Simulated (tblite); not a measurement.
Compound: C₆H₆F (doublet state).
Cartesian coordinates in Å at the GFN2-xTB level; atoms count from 1:
```xyz
13
C6H6F angstrom
F      2.1882   -1.6607   -0.2523
C      1.8817   -0.3361   -0.0854
C      0.4262   -0.0926   -0.0220
C     -0.6095   -1.0419   -0.1099
C     -1.7997   -0.3682   -0.0024
C     -1.5128    1.0491    0.1587
C     -0.1661    1.2090    0.1465
H      2.3344    0.2047   -0.9296
H      2.3772   -0.0081    0.8405
H     -0.4674   -2.0971   -0.2394
H     -2.7856   -0.7932   -0.0297
H     -2.2597    1.8126    0.2669
H      0.3887    2.1229    0.2404
```

Level: GFN2-xTB in tblite, geometry and Hessian alike; calculated harmonic values, unscaled, isolated species. Errors from tens to a few hundred cm⁻¹ against measured bands are possible. One conformer, not necessarily the lowest. Open shells enter through the occupations alone, without spin polarisation, and single modes of such species can be off by tens of per cent.

Harmonic wavenumbers (cm⁻¹): 62.8, 177.3, 191.7, 415.1, 478.8, 537.3, 595.3, 670.9, 737.8, 784.3, 814.1, 827.7, 910.8, 918.4, 957.0, 1038.1, 1066.1, 1083.9, 1090.5, 1177.8, 1200.4, 1270.0, 1304.4, 1390.9, 1418.5, 1455.0, 1534.2, 2866.6, 2890.9, 3140.9, 3146.3, 3158.2, 3167.4.

A = 7199, B = 1886, C = 1509 MHz; mass 97.045 u (most abundant isotopes); point group Cs, symmetry number 1; spin multiplicity 2.

Question: What is the zero-point energy?

Answer: Half the sum of the wavenumbers: 21240 cm⁻¹ = 60.73 kcal/mol.

Question: What is S at 298.15 K and 1 bar for an ideal gas of classical rigid rotors and harmonic oscillators?

Answer: Translation 39.65, rotation 27.15, vibration 13.66, spin (R ln 2) 1.38: S = 81.8 cal/(mol K).

Question: And Cp and H(298.15 K) − H(0)?

Answer: Cp = 25.86 cal/(mol K), of which vibrations give 17.91 (their classical limit is 33 R = 65.6); H(298.15 K) − H(0) = 4.67 kcal/mol without the zero-point energy, 2.30 from vibrations.

Question: What must be added to the electronic energy to get the Gibbs energy at 298.15 K and 1 bar?

Answer: ZPE + [H(298.15 K) − H(0)] − T·S = 60.73 + 4.67 − 24.40 = 41.00 kcal/mol.

Question: Blend soft modes into free rotors: weight 1/[1 + (100 cm⁻¹/ν̃)⁴] for the oscillator and the rest for a rotor with moment μB/(μ + B), μ = h/(8π²ν), B = 10⁻⁴⁴ kg m². What vibrational entropy results?

Answer: 12.75 cal/(mol K) in place of 13.66, which changes −T·S at 298.15 K by +0.27 kcal/mol.

Question: Which modes carry the vibrational entropy at 298.15 K?

Answer: 62.8 cm⁻¹: 4.37; 177.3 cm⁻¹: 2.36; 191.7 cm⁻¹: 2.21; 415.1 cm⁻¹: 0.91; 478.8 cm⁻¹: 0.71; 537.3 cm⁻¹: 0.57 cal/(mol K); the other 27 give 2.53 together.

Question: How do the functions run with temperature in this model?

Answer: 
```csv
T (K),S (cal/(mol K)),Cp (cal/(mol K)),H − H(0) (kcal/mol),G − H(0) (kcal/mol),ln q(vib)
50,55.2,10.0,0.44,-2.32,0.19
100,62.9,12.5,1.00,-5.29,0.67
373.15,88.3,31.6,6.83,-26.11,4.00
500,98.7,39.8,11.39,-37.98,5.84
750,117.1,50.4,22.78,-65.02,9.62
1000,132.5,56.8,36.24,-96.26,13.29
```

q(vib) and H(0) count from the zero-point level.

Hindered rotation and anharmonicity are outside this model. Other conformers, if any are populated, would add a mixing term that is left out.
